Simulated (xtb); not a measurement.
FH₅SSi₂, SMILES [SiH2](F)S[SiH3]. All values are semi-empirical tight-binding results from xtb (GFN2-xTB unless named), good for trends rather than for accurate numbers. Geometry: GFN2-xTB. The structure was generated by enumeration, and PubChem lists no compound with its InChIKey, so it may never have been made. Other conformers were not sampled.

Problem. Estimate the properties. (An estimate is asked for; the answer gives what the named calculation found.)

Solution. 
```json
{
  "orbital_gap": "4.47 eV",
  "zero_point_energy": "28.5 kcal/mol",
  "G − E(el) at 298.15 K (modified RRHO)": "8.3 kcal/mol",
  "static polarisability (D4 model)": "80.8 bohr³",
  "solvation energy, GFN2-xTB/ALPB(water)": "1.4 kcal/mol",
  "solvation energy, GFN2-xTB/ALPB(dmso)": "-2.5 kcal/mol"
}
```
